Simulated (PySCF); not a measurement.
Simulation results for CH$_{4}$GeO$_{2}$, CH$_{7}$ClGeSi, CH$_{6}$GeSi

Computed with PySCF 2.14.0. Calculation on a computer-drawn molecule: the log of a Hartree-Fock and frozen-core CCSD(T) single point meant for a local Hartree-Fock minimum, with one planted fault or none, to be diagnosed. Offsets are logged minus clean, where the clean run is the same molecule without the fault. The reference is restricted for singlets and unrestricted otherwise, and also for a bond in bohr or an excited solution. Adding or removing an electron swaps singlet and doublet. The excited solution moves the top pair (singlet) or top alpha electron (doublet) to the lowest empty orbital. Highest occupied and lowest empty are orbital energies over both spins, largest force is the largest gradient component, triples share is (T) over the correlation energy, the T1 limit is 0.02 restricted and 0.045 unrestricted, electrons count all cores, a negative frequency is imaginary (commonest isotopes), and the dipole is about the centre of nuclear charge; on germanium a core potential holds 10 electrons, which the energies leave out, and 3d is frozen in MP2 and coupled-cluster steps.

Common to all runs: meant charge 0; meant multiplicity 1; meant basis and core potential on germanium cc-pVDZ-PP ECP10MDF; logged SCF converged yes; possible faults no fault, one electron removed, one electron added, multiplicity raised by two, geometry at a saddle point, SCF held on an excited solution, minimal basis STO-3G, one bond length entered in bohr, all coordinates scaled.

(1) CH$_{4}$GeO$_{2}$

Logged structure:
```xyz
8
CH4GeO2
C      2.0060     1.3851     2.9514
O      1.4399     0.6652     1.7809
Ge     2.3415     0.2181     0.2422
O      1.6225    -0.6100    -1.0604
H      3.1219     1.6561     2.8073
H      1.4127     2.3581     3.1211
H      1.9092     0.7210     3.8879
H      3.8508     0.7505     0.4017
```

```
meant basis                          : cc-pVDZ
logged electrons                     : 58
logged basis functions               : 85
logged spin squared                  : 0
logged highest occupied              : -11.468 eV
logged lowest empty                  : 1.4395 eV
logged largest force                 : 0.057094 hartree/bohr
logged T1 diagnostic                 : 0.026864
logged D1 diagnostic                 : 0.10645
logged triples share                 : 0.035308
logged CC converged                  : yes
logged dipole magnitude              : 5.9314 debye
logged SCF stable within its kind    : yes
logged energy HF                     : -483.23305 hartree
logged energy CCSD(T)                : -483.91178 hartree
planted fault                        : all coordinates scaled, by +5.7 %
HF energy offset from clean run      : 16.55 kcal/mol
CCSD(T) energy offset from clean run : 3.992 kcal/mol
```

Drawn bonds:
```
atom  other atom  order
   1           2      1
   2           3      1
   3           4      2
   1           5      1
   1           6      1
   1           7      1
   3           8      1
```

Notes: T1 above single-reference limit.

(2) CH$_{7}$ClGeSi

Logged structure:
```xyz
11
CH7ClGeSi
C      1.9158     0.2351    -1.2777
Si     1.6298    -0.8360     0.2408
Ge     0.0551     0.2053     1.7301
Cl     0.8356     2.2181     2.1578
H      2.6612    -0.2239    -1.9323
H      0.9923     0.3606    -1.8481
H      2.2759     1.2243    -0.9864
H      2.8850    -1.0431     0.9994
H      1.0809    -2.1630    -0.1345
H     -0.0874    -0.4706     3.0934
H     -1.3334     0.4383     1.1326
```

```
meant basis                       : cc-pV(D+d)Z
logged electrons                  : 76
logged basis functions            : 118
logged spin squared               : 0
logged highest occupied           : -3.3578 eV
logged lowest empty               : -4.6542 eV
logged largest force              : 0.11199 hartree/bohr
logged CC converged               : no
logged dipole magnitude           : 3.5083 debye
logged SCF stable within its kind : no
logged energy HF                  : -1083.27633 hartree
planted fault                     : SCF held on an excited solution
HF energy offset from clean run   : 339.8 kcal/mol
```

Drawn bonds:
```
atom  other atom  order
   1           2      1
   2           3      1
   3           4      1
   1           5      1
   1           6      1
   1           7      1
   2           8      1
   2           9      1
   3          10      1
   3          11      1
```

Notes: CCSD not converged.

(3) CH$_{6}$GeSi

Logged structure:
```xyz
9
CH6GeSi
C      1.0423    -0.4732    -0.1302
Si    -0.3146     0.4105     0.8467
Ge    -2.3486     1.0080    -0.4473
H      1.3730     0.1378    -0.9736
H      0.6847    -1.4287    -0.5236
H      1.9068    -0.6759     0.5080
H     -0.6745    -0.4135     2.0318
H      0.2063     1.7082     1.3673
H     -1.4812     1.4792    -1.6888
```

```
meant basis                       : cc-pV(D+d)Z
logged electrons                  : 59
logged basis functions            : 90
logged spin squared               : 0.7622
logged highest occupied           : -1.3976 eV
logged lowest empty               : 7.082 eV
logged largest force              : 0.027424 hartree/bohr
logged T1 diagnostic              : 0.01277
logged D1 diagnostic              : 0.037953
logged triples share              : 0.027743
logged CC converged               : yes
logged dipole magnitude           : 3.3601 debye
logged SCF stable within its kind : yes
logged energy HF                  : -623.66856 hartree
logged energy CCSD(T)             : -624.07276 hartree
planted fault                     : withheld
```

Drawn bonds:
```
atom  other atom  order
   1           2      1
   2           3      1
   1           4      1
   1           5      1
   1           6      1
   2           7      1
   2           8      1
   3           9      1
```

(4) CH$_{6}$GeSi

Structure as in entry 3.

```
meant basis                       : cc-pV(D+d)Z
logged electrons                  : 57
logged basis functions            : 90
logged spin squared               : 0.7736
logged highest occupied           : -16.062 eV
logged lowest empty               : -6.5555 eV
logged largest force              : 0.044096 hartree/bohr
logged T1 diagnostic              : 0.01574
logged D1 diagnostic              : 0.045368
logged triples share              : 0.027022
logged CC converged               : yes
logged dipole magnitude           : 1.4194 debye
logged SCF stable within its kind : yes
logged energy HF                  : -623.37215 hartree
logged energy CCSD(T)             : -623.73867 hartree
planted fault                     : withheld
```

Drawn bonds:
```
atom  other atom  order
   1           2      1
   2           3      1
   1           4      1
   1           5      1
   1           6      1
   2           7      1
   2           8      1
   3           9      1
```

To be estimated
1. Which fault was planted in the run of CH$_{6}$GeSi (entry 3)?
2. Which fault was planted in the run of CH$_{6}$GeSi (entry 4)?

Answers
1. one electron added
2. one electron removed

Further results for CH$_{6}$GeSi (entry 3):

```
HF energy offset from clean run      : -14.65 kcal/mol
CCSD(T) energy offset from clean run : -21.09 kcal/mol
```

Further results for CH$_{6}$GeSi (entry 4):

```
HF energy offset from clean run      : 171.4 kcal/mol
CCSD(T) energy offset from clean run : 188.6 kcal/mol
```
